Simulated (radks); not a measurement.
The numbers below are computed, except where a source is named.
Valence configurations of Ar3+ (all share [Ne]). Level of theory: Dirac Kohn-Sham, PBE, spin-unpolarised, spherical densities, finite nucleus; open shells fill j = l - 1/2 first; Fermi nuclear charge, rms radius 3.4274 fm (a radial shooting solver on a logarithmic mesh with Libxc functionals). Energies are relative to 3s2 3p3; eigenvalues in eV.

valence      E (eV)  e(3p1/2)  e(3p3/2)  e(3s1/2)
3s2 3p3       0.000   -50.075   -49.826   -65.552
3p5          31.527   -51.060   -50.807         -
3s1 3p4      15.745   -50.575   -50.324   -66.088
3s1.5 3p3.5   7.868   -50.327   -50.077   -65.823
3s0.5 3p4.5  23.632   -50.819   -50.568   -66.350

NIST lists [Ne] 3s2 3p3 as the ground configuration; this level of theory agrees among the configurations tried. The energies are those of spherical spin-averaged densities, not of single terms.
